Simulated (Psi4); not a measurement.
Interaction energy of C3H10Si ··· HCl (SMILES C[SiH](C)C and Cl). Monomers: optimised at B3LYP-D3(BJ) (def2-SVP and def2-TZVP), held rigid. Orientation: lowest of the rigid-body minima from ten starts at GFN2-xTB. R is the distance of the centres of mass, along which the second monomer moves.

- PBE/def2-TZVP, counterpoise-corrected (Psi4)
- PBE-D3(BJ)/def2-TZVP, counterpoise-corrected (Psi4)
- B3LYP/def2-TZVP, counterpoise-corrected (Psi4)
- wB97M-V/def2-TZVP, counterpoise-corrected (Psi4)

Interaction energies in kJ/mol; the last columns give the difference from wB97M-V:

```
R / Å  PBE/def2-TZVP  PBE-D3(BJ)/def2-TZVP  B3LYP/def2-TZVP  wB97M-V/def2-TZVP  PBE/def2-TZVP − wB97M-V/def2-TZVP  PBE-D3(BJ)/def2-TZVP − wB97M-V/def2-TZVP  B3LYP/def2-TZVP − wB97M-V/def2-TZVP
-----  -------------  --------------------  ---------------  -----------------  ---------------------------------  ----------------------------------------  -----------------------------------
3.93            7.94                 -0.44            15.18               2.15                               5.79                                     -2.59                                13.03
4.15            1.75                 -5.53             7.28              -3.25                               4.99                                     -2.29                                10.52
4.34           -0.83                 -7.18             3.70              -4.92                               4.10                                     -2.25                                 8.62
4.51           -1.88                 -7.44             1.98              -5.18                               3.30                                     -2.25                                 7.16
4.73           -2.30                 -6.90             0.90              -4.70                               2.40                                     -2.20                                 5.60
5.04           -2.07                 -5.52             0.39              -3.57                               1.50                                     -1.94                                 3.96
5.36           -1.53                 -4.02             0.29              -2.52                               1.00                                     -1.50                                 2.82
5.82           -0.77                 -2.30             0.28              -1.46                               0.69                                     -0.85                                 1.74
6.55           -0.12                 -0.83             0.22              -0.56                               0.44                                     -0.27                                 0.77
7.51            0.08                 -0.20             0.13              -0.13                               0.21                                     -0.07                                 0.26
8.83            0.08                 -0.01             0.08               0.00                               0.08                                     -0.01                                 0.08
```

PBE/def2-TZVP is furthest from wB97M-V/def2-TZVP at 3.93 (5.79 kJ/mol, above); its mean absolute difference over the points is 2.23 kJ/mol.

PBE-D3(BJ)/def2-TZVP is furthest from wB97M-V/def2-TZVP at 3.93 (-2.59 kJ/mol, below); its mean absolute difference over the points is 1.47 kJ/mol.

B3LYP/def2-TZVP is furthest from wB97M-V/def2-TZVP at 3.93 (13.03 kJ/mol, above); its mean absolute difference over the points is 4.96 kJ/mol.
